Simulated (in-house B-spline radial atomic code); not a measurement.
# RPA and G0W0 on PBEsol: N5+

Configuration 1s2, mean-field start PBEsol. Computed with an all-electron radial atomic-structure program (B-spline basis): all electrons, scalar-relativistic (spin-free one-electron X2C), finite nucleus, each spin shell either full or empty, empty states to l = 9 with an (l + 1/2)⁻⁴ tail; G0W0 by contour deformation at full frequency.

Command:
```bash
python run_gw.py task.json out
```
Settings (radii: box in bohr, nucleus in fm):
```
Z                        7
electrons                2
configuration            1s2
hamiltonian              x2c
method                   pbesol
lmax                     9
rms_radius               2.5582
spin_polarised           False
box_radius               10.43
intervals                69
ion_configuration        1s1
```

Run time, properties included: 1 s on 1 thread of Arm Neoverse V2, on a shared host.

Energies (hartree):

```
                                     term      value
                         mean-field total  -44.56812
Hartree-Fock functional on these orbitals  -44.76071
                      direct second order  -0.094543
                    second-order exchange   0.047272
                         SOSEX correction   0.045505
```

(1) What is the RPA correlation energy, and what remains with SOSEX?

Quasi-particle levels (eV):

```
level  occupied  mean field  Σx - vxc     Σc  QP weight    G0W0
   1s       yes     -509.41    -43.29      ?          ?       ?
   2s        no     -103.79      6.33  -0.21      1.000  -97.68
```

G0W0 = mean field + (Σx - vxc) + Σc, with Σc (partial-wave tail included) taken at the quasi-particle energy.

(2) Where does G0W0 put 1s?

(3) What does it cost to remove one electron (to 1s1) by differences of total energies, each species on its own start (correlation terms add to the Hartree-Fock functional)?

## Answers

(1) RPA gives -0.091008 hartree (-1.24 eV per electron); RPA + SOSEX gives -0.045503, and the second-order doubles -0.047271 hartree (no singles). SOSEX takes back 50 % of the RPA value, the self-correlation of each of the two electrons.

(2) At -551.93 eV, with Σc = 0.76 eV and a quasi-particle weight of 0.993. The tabulated removal energy is 552.067 eV (NIST, tabulated theory).

(3) PBEsol 549.16 eV, Hartree-Fock functional 550.91 eV, + RPA 552.76 eV, + RPA + SOSEX 552.15 eV, + second order 552.19 eV. Tabulated: 552.067 eV (NIST, tabulated theory).
